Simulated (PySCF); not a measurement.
## Radial density of Tl⁺ (thallium, charge +1)

UHF, [Xe] 4f14 5d9 6s2 6p1, one real determinant (an excited configuration). Computed with PySCF 2.14 in x2c-QZVPPall (16s10p9d6f1g, 142 functions), with scalar relativity by spin-free X2C-1e.

| r (bohr) | 4πr²ρ (e/bohr) | 4πr²(ρα − ρβ) |
| --- | --- | --- |
| 0.0168 | 103.0 | 0.0031 |
| 0.0283 | 111.0 | 0.0094 |
| 0.0476 | 152.7 | 0.0289 |
| 0.0800 | 121.6 | 0.0925 |
| 0.135 | 142.5 | 0.0770 |
| 0.226 | 84.78 | 0.0309 |
| 0.381 | 94.23 | 0.1938 |
| 0.641 | 34.41 | 0.1518 |
| 1.08 | 18.83 | 0.9737 |
| 1.81 | 5.186 | 0.5934 |
| 3.05 | 1.090 | 0.4002 |
| 5.13 | 0.08143 | 0.0597 |
| 8.63 | 0.0003494 | 0.0003 |

Densities and radii are taken from the X2C orbitals without a picture-change correction, which distorts them close to the nucleus.

⟨L²⟩ = 8.02 against 12 for a pure F term, so this real determinant mixes terms. Spin-orbit coupling, absent here, splits the open shell strongly.
